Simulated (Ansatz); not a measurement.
**Interaction energy ladder**

The pair of Cl⁻ (SMILES [Cl-], atom 1) and CH4O (SMILES CO, atoms 2–7), both closed shells, in one local arrangement (a lower one may exist), relaxed at PBE0-D4/def2-TZVPD:

Cl1  (0.285, -0.036, -2.783)
C2  (-0.264, -0.050, 0.730)
O3  (0.957, 0.307, 0.163)
H4  (-0.176, 0.023, 1.821)
H5  (-0.559, -1.081, 0.481)
H6  (-1.087, 0.608, 0.410)
H7  (0.845, 0.228, -0.822)
(Å)

Computed with Ansatz 0.2.0 (basis: def2-TZVPPD, with def2-QZVPPD for the basis limit); correlated methods freeze the cores. B3LYP uses VWN-RPA correlation. Extrapolation: Hartree–Fock as exp(−7.88 √X), correlation as X^−2.97. Interaction energies count from these two fragments, frozen as in the pair, with the counterpoise correction; negative means bound.

Q: What is the interaction energy by CCSD(T) at an estimated basis limit (MP2 extrapolated from triple and quadruple zeta, plus CCSD(T) − MP2 in triple zeta)? (An estimate is asked for; the value comes from the calculation.)

A: Computed: -17.27 kcal/mol. Hartree–Fock alone gives -12.89 kcal/mol at the basis limit. It counts from the two fragments frozen as in the pair.

The same quantity by other methods in triple zeta, and each one's difference from that estimate:
| method | E_int (kcal/mol) | difference |
| --- | --- | --- |
| PBE-D4 | -18.68 | -1.41 |
| revPBE-D4 | -18.35 | -1.08 |
| BLYP-D4 | -17.74 | -0.47 |
| r2SCAN-D4 | -18.33 | -1.06 |
| B97M-V | -17.13 | 0.14 |
| PBE0-D4 | -18.25 | -0.98 |
| B3LYP-D4 | -17.72 | -0.45 |
| HSE06-D4 | -18.24 | -0.96 |
| wB97X-V | -17.23 | 0.04 |
| wB97M-V | -17.18 | 0.09 |
| B2PLYP | -16.31 | 0.96 |
| HF | -12.84 | 4.43 |
| MP2 | -16.79 | 0.48 |
| CCSD | -15.73 | 1.54 |
| CCSD(T) | -16.39 | 0.89 |
Differences are method less estimate.

Q: Which atoms make the shortest contact between the fragments?

A: Cl1 and H7, 2.06 Å apart.

Energy to bend the free fragments (PBE0-D4 minima) into their shapes in the pair, CCSD(T)/def2-TZVPPD: CH4O 1.12 kcal/mol. This must be added to the interaction energy to get the binding energy from relaxed fragments.

Basis-set superposition shift (counterpoise-corrected less uncorrected): CCSD(T) 1.22; MP2 1.15; HF 0.07; PBE0-D4 0.11; wB97M-V 0.10 kcal/mol.

No T1 diagnostic of these runs exceeds 0.010.

For scale, one of the runs: CCSD(T)/def2-TZVPPD, 196 basis functions, launched by `ansatz run in.yaml --threads 2 --pin off --events-out ev --progress --plain --max-ram 5222MiB`. Hardware: 2 CPU threads of an Intel Xeon 6975P-C, shared host. Wall time 24 s; peak host memory 2.5 GiB.
